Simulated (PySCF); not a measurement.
# $^{19}$F chemical shifts

[PySCF 2.14.0 with density-fitted response routines: shieldings: GIAO PBE0/pcSseg-1; GFN2-xTB structure; one averaged value for each set of equivalent atoms; in vacuum; single conformer; no relativistic terms]

Shieldings were converted by a linear fit to measured shifts: $^{19}$F: δ = 146.13 − 0.903σ +14.6 on sp3 carbon (rms 6.0 ppm, 223 shifts, 7.0 ppm with the 5 outliers that the fit left out vs CFCl3, solution or neat liquid). Occasional misses reach two or three times the rms, and more in compound classes unlike the fitted ones.

Problem. Give the $^{19}$F shifts of `FC/C=C/[C@H](Cl)C(F)(F)F`, `C#C[C@@H]1C[C@H](C#N)/C1=C/CF`, `O=C(F)C(F)(F)[C@H](F)C(F)(F)F`, `COC[SiH2][SiH2]CC(F)(F)F`.

Solution. 
| compound | environment | δ (ppm) |
| --- | --- | --- |
| [F:1][CH2:2]/[CH:3]=[CH:4]/[C@H:5]([Cl:6])[C:7]([F:8])([F:9])[F:10] | F8/9/10: fluorine of a CF3 group (×3) | -72.9 |
| [F:1][CH2:2]/[CH:3]=[CH:4]/[C@H:5]([Cl:6])[C:7]([F:8])([F:9])[F:10] | F1: fluorine on an sp3 carbon | -227.9 |
| C#C[C@@H]1C[C@H](C#N)/C1=C/CF | fluorine on an sp3 carbon | -219.0 |
| [O:1]=[C:2]([F:3])[C:4]([F:5])([F:6])[C@H:7]([F:8])[C:9]([F:10])([F:11])[F:12] | F3: fluorine bonded to C | 28.7 |
| [O:1]=[C:2]([F:3])[C:4]([F:5])([F:6])[C@H:7]([F:8])[C:9]([F:10])([F:11])[F:12] | F10/11/12: fluorine of a CF3 group (×3) | -73.0 |
| [O:1]=[C:2]([F:3])[C:4]([F:5])([F:6])[C@H:7]([F:8])[C:9]([F:10])([F:11])[F:12] | F5: fluorine of a CF2 group | -99.5 |
| [O:1]=[C:2]([F:3])[C:4]([F:5])([F:6])[C@H:7]([F:8])[C:9]([F:10])([F:11])[F:12] | F6: fluorine of a CF2 group | -120.2 |
| [O:1]=[C:2]([F:3])[C:4]([F:5])([F:6])[C@H:7]([F:8])[C:9]([F:10])([F:11])[F:12] | F8: fluorine on an sp3 carbon | -207.8 |
| COC[SiH2][SiH2]CC(F)(F)F | fluorine of a CF3 group (×3) | -60.4 |

Problem. Order these by $^{19}$F shift, lowest first.
A. CC[C@@H]1C[SiH2][SiH2][C@@H](F)[SiH2]1
B. C[Si](C)(C)O[SiH2]C(F)(F)F
C. CCc1cc(C#N)ccc1F
D. COCC([SiH3])([SiH3])C(F)(F)F
E. FCc1ccsc1Cl

Solution. A (-256.3 ppm, fluorine on an sp3 carbon), E (-218.8 ppm, fluorine on an sp3 carbon), C (-112.7 ppm, aryl fluorine), B (-67.6 ppm, fluorine of a CF3 group), D (-58.8 ppm, fluorine of a CF3 group).
